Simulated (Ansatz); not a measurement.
Geometry optimisation, UHF/def2-SVP in Ansatz.

The input (input.yaml):

```yaml
crystal:
  periodic: [false, false, false]
  atoms:
    - { symbol: Zn, position_ang: [-0.491112, -0.551997, 0.420925] }
    - { symbol: F, position_ang: [1.397315, 1.01814, -1.445783] }
    - { symbol: O, position_ang: [-0.319051, -2.319659, 0.457983] }
    - { symbol: H, position_ang: [0.860717, 1.632024, -1.064335] }
    - { symbol: O, position_ang: [-0.782156, 1.271206, 0.442525] }
    - { symbol: H, position_ang: [0.331884, -2.760559, -0.06305] }
    - { symbol: H, position_ang: [-0.997596, 1.710943, 1.251736] }
magnetization:
  spin_polarized: true
basis:
  gaussian: { orbitals: def2-SVP }
hamiltonian:
  xc: hf
relax:
  f_tol: 0.03
  max_steps: 50
```

Command:

```bash
$ ansatz run input.yaml --threads 2 --pin off --max-ram 3072MiB --backend cpu --events-out ev --progress --plain --runs-dir out
```

Task: Where does it end, and by what steps?

Result: It converged. The force dipped under the threshold on the way, but the program's further checks kept it going. After 12 steps the energy has fallen by 0.312 eV; H4 moved furthest, 0.47 Å.

```json
{"step": "0", "energy less start (eV)": "0.0000", "largest force component (eV/Å)": "1.089", "accepted": "yes"}
{"step": "1", "energy less start (eV)": "-0.1580", "largest force component (eV/Å)": "0.430", "accepted": "yes"}
{"step": "2", "energy less start (eV)": "-0.1563", "largest force component (eV/Å)": "2.849", "accepted": "no"}
{"step": "3", "energy less start (eV)": "-0.2182", "largest force component (eV/Å)": "0.287", "accepted": "yes"}
{"step": "4", "energy less start (eV)": "-0.2615", "largest force component (eV/Å)": "0.286", "accepted": "yes"}
{"step": "5", "energy less start (eV)": "-0.2953", "largest force component (eV/Å)": "0.198", "accepted": "yes"}
{"step": "6", "energy less start (eV)": "-0.3002", "largest force component (eV/Å)": "0.265", "accepted": "yes"}
{"step": "7", "energy less start (eV)": "-0.3006", "largest force component (eV/Å)": "0.360", "accepted": "yes"}
{"step": "8", "energy less start (eV)": "-0.3044", "largest force component (eV/Å)": "0.087", "accepted": "yes"}
{"step": "9", "energy less start (eV)": "-0.3113", "largest force component (eV/Å)": "0.048", "accepted": "yes"}
{"step": "10", "energy less start (eV)": "-0.3122", "largest force component (eV/Å)": "0.009", "accepted": "yes"}
{"step": "11", "energy less start (eV)": "-0.2757", "largest force component (eV/Å)": "1.102", "accepted": "no"}
{"step": "12", "energy less start (eV)": "-0.3122", "largest force component (eV/Å)": "0.024", "accepted": "yes"}
```

```xyz
7
Properties=species:S:1:pos:R:3
Zn -0.232 -0.435 0.289
F 1.093 0.758 -1.217
O -0.218 -2.214 0.400
H 0.606 1.401 -0.739
O -0.493 1.363 0.446
H 0.313 -2.731 -0.181
H -1.069 1.857 1.002
```

Whether the end is a true minimum wasn't checked by a vibrational analysis.

Time of the run: 11 s on 2 threads of Intel(R) Xeon(R) 6975P-C (Granite Rapids) (shared host), peak memory 0.23 GiB.
